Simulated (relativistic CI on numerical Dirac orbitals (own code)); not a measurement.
A ladder of approximations for the levels of Kr⁷⁺

Calculated with a relativistic CI code on KLI orbitals (one set per configuration, finite nucleus), adding one ingredient at a time: step 1, Dirac-Coulomb, each configuration alone; step 2, with Breit and QED terms; step 3, with configuration mixing; step 4, with scaled Slater integrals (0.9); step 5, with a P86 correlation estimate; step 6, tied to the ionisation limit. P86 is a density functional for the correlation energy, evaluated here for each configuration and added to its levels. Step 6 is semi-empirical: configurations made of the next ion and one excited electron move by 8393 cm⁻¹, so that their limit matches the tabulated ionisation energy, and those with a non-penetrating f or g electron also take the P86 value of the least penetrating other one.

Configurations in the expansion (outside the closed core [Ar]): 3d¹⁰4s, 3d¹⁰4p, 3d¹⁰4d, 3d¹⁰5s, 3d¹⁰5p, 3d¹⁰4f, 3d¹⁰5d, 3d⁹4s², 3d¹⁰6s, 3d¹⁰6p, 3d¹⁰5f, 3d¹⁰5g, 3d¹⁰6d, 3d⁹4s4p, 3d¹⁰7s, 3d¹⁰7p.

Computed minus measured energy above the ground level, in cm⁻¹, for 16 of the 29 excited levels that pair in every step (one J of a term; a digit in brackets numbers repeated terms):

| Configuration | Term | J | Measured | Step 1 | Step 2 | Step 3 | Step 4 | Step 5 | Step 6 |
| --- | --- | --- | --- | --- | --- | --- | --- | --- | --- |
| 3d¹⁰4p | 2P° | 1/2 | 143696 | -1131 | -1279 | -1422 | -1395 | -655 | 7736 |
| 3d¹⁰4d | 2D | 3/2 | 374046 | -3652 | -4206 | -4190 | -4184 | -3018 | 5373 |
| 3d¹⁰5s | 2S | 1/2 | 490087 | -5815 | -6217 | -6122 | -6122 | -5935 | 2456 |
| 3d¹⁰5p | 2P° | 1/2 | 546681 | -6110 | -6551 | -6479 | -6476 | -5927 | 2465 |
| 3d¹⁰4f | 2F° | 7/2 | 562731 | -5941 | -6578 | -6589 | -6577 | -2380 | 3442 |
| 3d¹⁰5d | 2D | 3/2 | 641076 | -6634 | -7226 | -7225 | -7212 | -6061 | 2319 |
| 3d⁹4s² | 2D | 5/2 | 657102 | 1295 | 2059 | 2246 | 2230 | 7922 | 7949 |
| 3d¹⁰6s | 2S | 1/2 | 692518 | -7729 | -8253 | -8170 | -8170 | -7247 | 1144 |
| 3d¹⁰6p | 2P° | 1/2 | 720594 | -7808 | -8347 | -8270 | -8269 | -7207 | 1184 |
| 3d¹⁰5f | 2F° | 5/2 | 724999 | -7467 | -8096 | -8105 | -8091 | -3948 | 1925 |
| 3d¹⁰5g | 2G | 7/2 | 733091 | -8957 | -9584 | -9521 | -9521 | -5548 | 498 |
| 3d¹⁰6d | 2D | 3/2 | 768919 | -7986 | -8595 | -8512 | -8514 | -7124 | 1267 |
| 3d⁹4s4p | 4P° | 3/2 | 782852 | -10895 | -10511 | -10448 | -7876 | -1588 | -1589 |
| 3d⁹4s4p | 4F° | 3/2 | 788563 | -10837 | -10661 | -10598 | -8348 | -2060 | -2061 |
| 3d¹⁰7s | 2S | 1/2 | 796490 | -8485 | -9056 | -8981 | -8981 | -7354 | 1038 |
| 3d¹⁰7p | 2P° | 1/2 | 812476 | -8546 | -9124 | -9051 | -9051 | -7522 | 868 |

Mean absolute errors in cm⁻¹, over all paired levels and for the first 12 configurations:

```tsv
Configuration, levels	Step 1	Step 2	Step 3	Step 4	Step 5	Step 6
all, 29	6780	7224	7204	6900	4959	2834
3d¹⁰4p, 2	1189	1425	1560	1532	792	7598
3d¹⁰4d, 2	3648	4232	4216	4210	3045	5346
3d¹⁰5s, 1	5815	6217	6122	6122	5935	2456
3d¹⁰5p, 2	6124	6598	6531	6528	5979	2413
3d¹⁰4f, 2	5935	6568	6579	6566	2370	3452
3d¹⁰5d, 2	6613	7221	7236	7220	6065	2307
3d⁹4s², 2	1518	2039	2209	2187	7882	7902
3d¹⁰6s, 1	7729	8253	8170	8170	7247	1144
3d¹⁰6p, 2	7810	8364	8291	8290	7228	1164
3d¹⁰5f, 2	7486	8118	8127	8114	3971	1903
3d¹⁰5g, 2	8954	9581	9518	9518	5545	501
3d¹⁰6d, 2	7994	8611	8530	8532	7142	1249
```

Measured levels: Saloman, J. Phys. Chem. Ref. Data 36, 215 (2007).

Task: What does each ingredient do to the ground and the excited configurations, and where is the model closest to experiment?

Result: Mixing lowers the ground level by 63; relative to it the configurations that move most are 3d⁹4s² by +170, 3d¹⁰4p by -135, 3d¹⁰5s by +95. The P86 estimate moves 3d⁹4s4p by +6288, 3d⁹4s² by +5695, 3d¹⁰4f by +4197, and takes the mean absolute error of the excited configurations from 6900 to 4959. Step 6 takes that error from 4959 to 2834; the error more than halves for 3d¹⁰5s, 3d¹⁰5p, 3d¹⁰5d, 3d¹⁰6s, 3d¹⁰6p, 3d¹⁰6d, 3d¹⁰7s, 3d¹⁰7p; 3d¹⁰5f, 3d¹⁰5g gain from the shift and the changed P86 value together; it grows for 3d¹⁰4p, 3d¹⁰4d, 3d¹⁰4f. The shift fits the limit, so it does little for low levels whose errors differ from those near the limit. The mean absolute error is lowest at step 6 (2834 cm⁻¹), and the largest single drop is from step 5 to 6 (4959 to 2834).
